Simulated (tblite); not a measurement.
C3H9BSi.
Numbering: `[BH2:1][SiH2:2][CH2:3][CH:4]=[CH2:5]` (hydrogens: H6, H7 on B1; H8, H9 on Si2; H10, H11 on C3; H12 on C4; H13, H14 on C5)

Computed with GFN2-xTB (tblite), gas phase: L-BFGS steps from a force-field or distance-geometry start until the largest atomic force falls under 0.01 eV/Å.

At the end of the run (lengths in Å): Si2–C3 1.935, B1–H6 1.171, Si2–H8 1.475, B1–Si2 1.953, C3–H10 1.089, C3–C4 1.482, C4=C5 1.322, C3–C4–C5 124.9°, Si2–C3–C4 110.6°, B1–Si2–C3 107.8°, B1–Si2–C3–C4 54°, Si2–C3–C4–C5 104°, H8–Si2–B1–H6 -161°, H6–B1–Si2–C3 81°.

Question: These geometries were met on the way; a selection of coordinates is given. Order them by energy above the end point, lowest first.
A. Si2–C3 1.844, B1–H6 1.211, Si2–H8 1.446, B1–Si2 1.950, C3–H10 1.114, C3–C4 1.460, C4=C5 1.342, C3–C4–C5 120.4°, Si2–C3–C4 116.1°, B1–Si2–C3 112.7°, B1–Si2–C3–C4 61°, Si2–C3–C4–C5 120°, H8–Si2–B1–H6 -95°, H6–B1–Si2–C3 138°
B. Si2–C3 1.928, B1–H6 1.173, Si2–H8 1.479, B1–Si2 1.966, C3–H10 1.089, C3–C4 1.484, C4=C5 1.321, C3–C4–C5 124.9°, Si2–C3–C4 114.0°, B1–Si2–C3 112.5°, B1–Si2–C3–C4 63°, Si2–C3–C4–C5 122°, H8–Si2–B1–H6 -88°, H6–B1–Si2–C3 150°
C. Si2–C3 1.941, B1–H6 1.154, Si2–H8 1.487, B1–Si2 1.926, C3–H10 1.096, C3–C4 1.482, C4=C5 1.317, C3–C4–C5 121.5°, Si2–C3–C4 114.8°, B1–Si2–C3 111.0°, B1–Si2–C3–C4 63°, Si2–C3–C4–C5 122°, H8–Si2–B1–H6 -89°, H6–B1–Si2–C3 146°
D. Si2–C3 1.930, B1–H6 1.165, Si2–H8 1.464, B1–Si2 1.926, C3–H10 1.076, C3–C4 1.485, C4=C5 1.326, C3–C4–C5 119.4°, Si2–C3–C4 113.8°, B1–Si2–C3 112.5°, B1–Si2–C3–C4 61°, Si2–C3–C4–C5 122°, H8–Si2–B1–H6 -93°, H6–B1–Si2–C3 140°
E. Si2–C3 1.920, B1–H6 1.175, Si2–H8 1.477, B1–Si2 1.962, C3–H10 1.086, C3–C4 1.490, C4=C5 1.323, C3–C4–C5 122.3°, Si2–C3–C4 115.1°, B1–Si2–C3 110.3°, B1–Si2–C3–C4 63°, Si2–C3–C4–C5 122°, H8–Si2–B1–H6 -85°, H6–B1–Si2–C3 151°

Answer: B (0.046 eV), E (0.077 eV), C (0.136 eV), D (0.228 eV), A (0.425 eV).

```tsv
step	E above end (eV)	rms distance from the end, all atoms (Å)	largest force (eV/Å)	rms shift of all bonds from the end (Å)
19	0.046	0.496	0.078	0.005
8	0.077	0.505	0.288	0.006
4	0.136	0.509	0.505	0.012
2	0.228	0.515	0.692	0.010
0	0.425	0.520	2.124	0.032
```

Rows stand in the order of the answer.
